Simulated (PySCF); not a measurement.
## BeHg and its ions

r²SCAN; PySCF, scalar-relativistic core potentials, basis sets Be def2-SVPD, Hg def2-SVPD with ECP60. Neutral (UKS): singlet (closed shell), Re = 2.850 Å, ωe = 149 cm⁻¹, De = 0.13 eV, HOMO -5.13 eV, LUMO -2.12 eV.

BeHg⁺ (UKS): doublet (σ ↑), Re = 2.407 Å, ωe = 374 cm⁻¹, De = 1.60 eV to Be⁺ + Hg. The energies at the minima are -168.21454 hartree for BeHg and -167.94761 for BeHg⁺.

Problem. Work out the adiabatic ionisation energy, without and with harmonic zero-point energies (1 hartree = 27.2114 eV, 1 eV = 8065.5 cm⁻¹), and the change of the bond length.

Solution. At r²SCAN: 0.26693 hartree = 7.264 eV between the minima; the zero-point term (374.0 − 149.0)/2 cm⁻¹ = +0.014 eV makes it 7.277 eV. Re changes by -44.3 pm against the neutral. Minus the HOMO energy is 5.13 eV, -2.13 eV from the value between the minima; self-interaction puts the Kohn–Sham level too high, less so with exact exchange. The electron leaves a σ orbital, and the shorter bond of the ion fits an antibonding orbital, or a change in how ionic the bond is.

Closed-shell solutions of metal pairs were not tested for spin polarisation, which can lower them a little. Weak bonds: BeHg. Basis-set superposition, not corrected here, can be much of De in a small basis, most of all at correlated wavefunction levels. Spin–orbit coupling is left out. For an ion De counts to the pair picked by the measured ionisation energies or electron affinities, which need not be the lowest pair at this level. States were picked by a PBE0 search and need not be the measured ground states.
